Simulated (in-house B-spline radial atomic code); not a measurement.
# Kr VI (Kr5+): [Ar] 3d10 4s1 4p1 4d1 (an excited or competing configuration)

All numbers are computed (Dirac-Hartree-Fock, average of configuration; Fermi nucleus of rms radius 4.1884 fm) with a radial B-spline atomic code at the basis-set limit, not measured.

Screening seen three ways: the hydrogenic charge with the same mean radius, Z_r = [3n² - l(l+1)]/(2<r>), the one with the same energy, Z_e = n√(-2ε), and Slater's rules. Values are occupation-weighted means over j. An effective charge above Z reflects the relativistic contraction of the inner shells.

| shell | electrons | ε (eV) | <r> (bohr) | Z_r | Z_e | Slater |
| --- | --- | --- | --- | --- | --- | --- |
| 1s | 2 | -14495 | 0.04147 | 36.17 | 32.64 | 35.70 |
| 2s | 2 | -2040.9 | 0.1827 | 32.85 | 24.50 | 31.85 |
| 2p | 6 | -1808.9 | 0.16 | 31.25 | 23.06 | 31.85 |
| 3s | 2 | -383.34 | 0.5267 | 25.63 | 15.92 | 24.75 |
| 3p | 6 | -306.87 | 0.5369 | 23.28 | 14.25 | 24.75 |
| 3d | 10 | -180.19 | 0.5457 | 19.24 | 10.92 | 14.85 |
| 4s | 1 | -96.524 | 1.398 | 17.17 | 10.65 | 10.35 |
| 4p | 1 | -78.524 | 1.545 | 14.89 | 9.61 | 10.35 |
| 4d | 1 | -51.239 | 1.966 | 10.68 | 7.76 | 6.00 |

The least bound orbital is 4d5/2 at -51.19 eV, and it is also the most diffuse (<r> = 1.968 bohr).

Spin-orbit splittings of the orbital energies (j = l + 1/2 above j = l - 1/2 when positive): 2p 54.33 eV, 3p 8.381 eV, 3d 1.39 eV, 4p 1.05 eV, 4d 0.1197 eV.

For the 1s electron the small component carries 1.71 % of the norm, the zero-frequency Breit interaction raises the level by 23.57 eV, self-energy by 12.52 eV, and vacuum polarisation lowers it by 1.302 eV.
